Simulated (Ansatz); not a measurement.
The cluster Pb2O3, relaxed as a singlet with RKS PBE-D4/def2-SVP in Ansatz, starting from the GFN1-xTB geometry. Force threshold 0.02 eV/Å.

In the def2 sets Pb takes a core potential; there is no spin–orbit coupling. The structure holds 1 bond(s) between oxygen atoms. Another isomer (singlet) lies 0.21 eV lower at PBE0-D4/def2-TZVP; other spin states weren't run for this one.

Start:

```xyz
5

Pb   -1.411   -0.006    1.253
Pb    1.864   -0.082   -0.283
O     0.084    0.097   -1.478
O    -1.186    0.124   -0.885
O     0.649   -0.133    1.392
```

```json
{"step": "1", "energy (eV)": "-16628.3788", "largest force component (eV/Å)": "1.109", "SCF passes": "19"}
{"step": "2", "energy (eV)": "-16628.4634", "largest force component (eV/Å)": "0.209", "SCF passes": "22"}
{"step": "3", "energy (eV)": "-16628.4658", "largest force component (eV/Å)": "0.160", "SCF passes": "23"}
{"step": "4", "energy (eV)": "-16628.4688", "largest force component (eV/Å)": "0.162", "SCF passes": "22"}
{"step": "5", "energy (eV)": "-16628.4708", "largest force component (eV/Å)": "0.010", "SCF passes": "22"}
```

Force components are those of the run's own axes.

End:

```csv
atom,x (Å),y (Å),z (Å)
Pb1,-1.4213,-0.0075,1.2578
Pb2,1.8744,-0.0835,-0.2863
O3,0.0579,0.1006,-1.5181
O4,-1.1991,0.1296,-0.9292
O5,0.6882,-0.1392,1.4758
```

By distances, no bond broke or formed. The bond that changes most is Pb1–O5, from 2.07 to 2.12 Å (atoms count from 1).

No frequencies were taken in this run, so the end may be a saddle point.

Run time 2.8 s (4 threads of Arm Neoverse V2 on a shared host).
